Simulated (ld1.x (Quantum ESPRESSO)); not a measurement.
## phosphorus: TM pseudisation with PBEsol, non-relativistic reference atom.

ld1.x (Quantum ESPRESSO) 7.5 input, shortened:

```
&input
   title='P', zed=15., rel=0, dft='PBESOL', iswitch=3,
   config='[Ne] 3s2 3p3'
 /
 &inputp
   pseudotype=2, tm=.true., lloc=0,
   nlcc=.true., rcore=1.05
 /
2
3P  2  1   3.00   0.00  2.05  2.05  0.0
3S  1  0   2.00   0.00  1.10  1.10  0.0
 &test
   configts(1)='3s2 3p3'
 /
```

All-electron outer shells of the reference configuration (PBEsol, non-relativistic, ld1.x):

```
shell  level (eV)  outermost node (bohr)  outermost maximum (bohr)
   2p     -124.35                      –                      0.36
   3s      -13.84                   0.66                      1.58
   3p       -5.49                   0.64                      1.83
```

Question: Estimate the cutoffs (Ry, on a coarse ladder) from which the occupation-weighted sum of valence levels, in a spherical-Bessel basis at the reference potential, stays within 10 and 1 mRy of its value at 400 Ry.

Answer: 70 Ry and 180 Ry.

Question: Does the potential have ghost states?

Answer: No extra level below or beside the all-electron valence levels (p, s, d, f tested).

Question: Which valence shell sets the plane-wave cutoff?

Answer: 3s: its level needs 120 Ry to come within 1 mRy, against 10 Ry for 3p.

Question: Tests: 3s2 3p2; 3s2 3p1; 3s2 3p0; 3s1 3p3; 3s1 3p4; 3s1 3p0; 3s2 3p2.5. Which has the largest error in its energy relative to the reference configuration, and how large is it?

Answer: 3s1 3p0, with +218 meV (all-electron minus pseudo) on +110.34 eV.
